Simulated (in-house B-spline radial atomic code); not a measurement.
Results of a calculation; reference values are marked as such.
# What the choice of pseudopotential does to G0W0 on PBE: Rb⁺

All numbers come from an all-electron radial atomic-structure program (B-spline basis), non-relativistic (model numbers for so heavy an element), configuration [Ar] 3d10 4s2 4p6, open shells at high spin. Semilocal Troullier-Martins pseudo-atoms, one channel per l, are made with PBE or LDA for several valence sets and radii, with or without a model core, and set against the all-electron atom. One channel fits only the lowest state of its l, so a second state of that l is approximate. All electrons give 4p: PBE -21.650 eV, G0W0 -27.431 eV, 3d: PBE -112.00 eV, G0W0 -124.36 eV. Potentials are made in the ion's own configuration unless the neutral atom is named, and a smooth local potential serves every l without a channel. Potentials that miss their own reference levels by more than 6 millihartree, or need radii over 3.5 bohr, are left out. Columns give pseudo minus all-electron, in eV; a dash marks a level in the core or of low weight.

```tsv
valence	made with	radii (bohr)	model core (bohr)	4p PBE	4p G0W0	3d PBE	3d G0W0
4p	PBE, neutral atom	s 3.40 p 1.31	none	+0.05	+0.80	-	-
4p	PBE, neutral atom	s 3.40 p 1.16	1.04	+0.04	+0.73	-	-
4p	PBE, neutral atom	s 3.40 p 1.45	1.04	+0.04	+0.85	-	-
4p	PBE, neutral atom	s 3.40 p 1.67	1.04	+0.04	+0.92	-	-
4s 4p	PBE, neutral atom	s 1.29 p 1.45	none	-0.02	-0.04	-	-
4s 4p	PBE	s 1.67 p 1.85 d 3.30	none	0.00	+0.15	-	-
4s 4p	PBE, neutral atom	s 1.03 p 1.16	0.95	-0.05	-0.23	-	-
4s 4p	PBE, neutral atom	s 1.29 p 1.45	0.95	-0.02	-0.04	-	-
4s 4p	PBE, neutral atom	s 1.67 p 1.89	0.95	-0.05	+0.01	-	-
3d 4s 4p	PBE, neutral atom	s 1.03 p 1.16 d 0.94	none	-0.05	-0.57	-0.10	+7.89
3d 4s 4p	PBE	s 1.16 p 1.28 d 1.05	none	0.00	-0.53	0.00	+7.80
3d 4s 4p	PBE	s 1.03 p 1.14 d 0.94	0.24	0.00	-0.51	0.00	+8.00
3d 4s 4p	PBE, neutral atom	s 1.29 p 1.45 d 1.17	0.24	-0.02	-0.57	-0.03	+7.75
3p 3d 4s 4p	PBE	s 1.48 p 0.52 d 1.35	none	-0.11	+0.11	0.00	+2.73
```

Problem. How does the G0W0 shift of 4p, which all sets hold, depend on the valence set?

Solution. Mean size: 4s 4p: 0.10 eV; 3p 3d 4s 4p: 0.11 eV; 3d 4s 4p: 0.54 eV; 4p: 0.83 eV. A larger valence set can do worse when it takes only part of a shell, whose exchange with the frozen rest is then left to the functional. The means mix radii and the functional used in making the potentials.
